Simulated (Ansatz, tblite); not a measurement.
Cost and result up the ladder for CrS2(OH)2 (CrS2O2H2) (7 atoms). Total charge 0; singlet. Geometry: PBE-D4/def2-SVP.

```xyz
7

Cr   -0.1498    0.1073    0.2751
S    -0.0674   -0.8094    2.0528
S    -1.2662    1.7645    0.3961
O    -0.8381   -1.0139   -0.8716
H    -1.2585   -0.5569   -1.6307
O     1.4476    0.5775   -0.2475
H     2.1325   -0.0691    0.0258
```

Ansatz on 4 threads of AMD EPYC 9R45 on a shared host; xTB runs through tblite on one thread. Times are rough, summed over both states, and most runs start from the orbitals of an earlier one. No level here is sound enough to serve as a yardstick. The other state is a doublet.

The xTB rows come from tblite.

Run but left out: PBE0-D4/def2-TZVP (charge +1 doublet: ⟨S²⟩ 1.27, where a pure state has 0.75).

Raw xTB energies of ions are shifted by several eV.

| level | functions | vertical IE (eV) | remarks |
| --- | --- | --- | --- |
| GFN2-xTB | 37 | 14.04 | – |
| r2SCAN-D4/def2-TZVP | 193 | 9.23 | restricted SCF unstable in HF (singlet), spin-contaminated (⟨S²⟩ 0.92) (+1 doublet) |
| GFN1-xTB | 39 | 16.14 | – |
| PBE-D4/def2-TZVP (with forces) | 193 | 9.17 | – |

Estimate how long each takes.

GFN2-xTB 0.008 s; GFN1-xTB 0.01 s; PBE-D4/def2-TZVP (with forces) 2.5 s; r2SCAN-D4/def2-TZVP 4.8 s. On shared hardware such times vary by a factor of up to 3.
